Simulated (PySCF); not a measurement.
## Working with the constants of CaSb⁺

ROHF-SCS-MP2 constants of CaSb⁺, ³Σ⁻ (triplet), unpaired electrons π ↑↑ (Ca x2c-SVPall, Sb x2c-SVPall; spin-free X2C with a Gaussian nucleus (PySCF 2.14); masses 39.9626 and 120.9038 u):

```
ωe              : 187.4 cm⁻¹
ωexe            : 0.569 cm⁻¹
Be              : 0.059282 cm⁻¹
αe              : 0.000260 cm⁻¹
D (centrifugal) : 2.37e-08 cm⁻¹
De to Ca⁺ + Sb  : 0.78 eV
```

Question: Give the vibrational terms G(v) and spacings up to v = 3.

Answer: G(v) = ωe(v+½) − ωexe(v+½)².

```
v  G(v) (cm⁻¹)  G(v) − G(v−1)  Bv (cm⁻¹)
0         93.6                   0.05915
1        279.8          186.3    0.05889
2        464.9          185.1    0.05863
3        648.9          184.0    0.05837
```

Correlated steps freeze 23 core orbitals. Correlated levels converge slowly with the basis: in double zeta they bind strong bonds too weakly, by up to about 1 eV, and carry superposition errors of some tenths. Spin–orbit coupling is left out, which matters for elements this heavy, above all for dissociation energies. For an ion De counts to the pair picked by the measured ionisation energies or electron affinities, which need not be the lowest pair at this level. The state was picked by a PBE0 search and need not be the measured ground state.
